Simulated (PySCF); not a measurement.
Molecule: C3H3O, charge -1, multiplicity 1. It need not be the lowest isomer of its formula. Whether it binds its extra electron was not tested at this geometry. 
Coordinates optimised at B3LYP-D3(BJ)/def2-TZVP (Ansatz):
SMILES: [CH-](C#C)O
```xyz
7

C      1.9325    -0.0813     0.3307
C      0.6918    -0.2934     0.0260
C     -0.6145    -0.4676    -0.1213
O     -1.5606     0.6237    -0.1074
H      2.6014     0.1000    -0.5266
H     -1.1305    -1.4108    -0.2347
H     -1.0444     1.3742     0.2082
```
Charge -1, spin multiplicity 1.

Dispersion corrections to the total energy (kcal/mol) from the dftd3 and dftd4 libraries through PySCF: D3(BJ) without and D4 with the three-body term, each with the damping fitted for the functional named.

```json
[
 {"functional": "r2SCAN", "D3(BJ)": "-0.65", "D4": "-0.68"},
 {"functional": "BHLYP", "D3(BJ)": "(withheld)", "D4": "-3.05"},
 {"functional": "HSE06", "D3(BJ)": "-1.48", "D4": "-2.11"},
 {"functional": "LC-wPBE", "D3(BJ)": "(withheld)", "D4": "-3.04"},
 {"functional": "CAM-B3LYP", "D3(BJ)": "-1.78", "D4": "-2.28"},
 {"functional": "PW6B95", "D3(BJ)": "-1.12", "D4": "(withheld)"},
 {"functional": "TPSSh", "D3(BJ)": "-2.74", "D4": "-3.39"}
]
```

Task: Some entries are withheld; supply them.

Result: 
- BHLYP, D3(BJ): -3.18
- LC-wPBE, D3(BJ): -2.18
- PW6B95, D4: -2.44
